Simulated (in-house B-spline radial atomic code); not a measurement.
## RPA and G0W0 on CAM-B3LYP: Fe³⁺

Configuration [Ar] 3d5, highest spin, mean-field start CAM-B3LYP. Computed with an all-electron radial atomic-structure program (B-spline basis): all electrons, scalar-relativistic (spin-free one-electron X2C), finite nucleus, each spin shell either full or empty, empty states to l = 9 with an (l + 1/2)⁻⁴ tail; G0W0 by contour deformation at full frequency.

Command:
```bash
python run_gw.py task.json out
```
Settings (radii: box in bohr, nucleus in fm):
```
Z                        26
electrons                23
configuration            [Ar] 3d5
hamiltonian              x2c
method                   camb3lyp
lmax                     9
rms_radius               3.7377
spin_polarised           True
box_radius               14.14
intervals                69
```

Run time, properties included: 3.4 s on 1 thread of Arm Neoverse V1 (shared host).

Energies (hartree):

| term | value |
| --- | --- |
| mean-field total | -1270.67864 |
| Hartree-Fock functional on these orbitals | -1269.52271 |
| direct second order | -1.7311 |
| second-order exchange | 0.5691 |
| SOSEX correction | 0.52517 |

(1) What is the RPA correlation energy, and what remains with SOSEX?

Quasi-particle levels (eV):

```
  level  occupied  mean field  Σx - vxc     Σc  QP weight     G0W0
  3d up       yes      -49.51     -6.90      ?          ?        ?
3p down       yes      -97.68     -6.82   1.09      0.932  -103.41
3d down        no      -35.37      9.37  -4.98      0.950   -30.98
```

G0W0 = mean field + (Σx - vxc) + Σc, with Σc (partial-wave tail included) taken at the quasi-particle energy. Only the outer levels were computed. Levels of low weight are left out.

(2) Where does G0W0 put 3d up?

Results:

(1) RPA gives -1.5267 hartree (-1.81 eV per electron); RPA + SOSEX gives -1.0016, and the second-order doubles -1.162 hartree (no singles). SOSEX takes back 34 % of the RPA value.

(2) At -55.23 eV, with Σc = 1.18 eV and a quasi-particle weight of 0.944. The tabulated removal energy is 54.91 ± 0.04 eV (NIST, measured); the calculation leaves out spin-orbit coupling, Breit and QED terms, and what these don't explain is the method's own error.
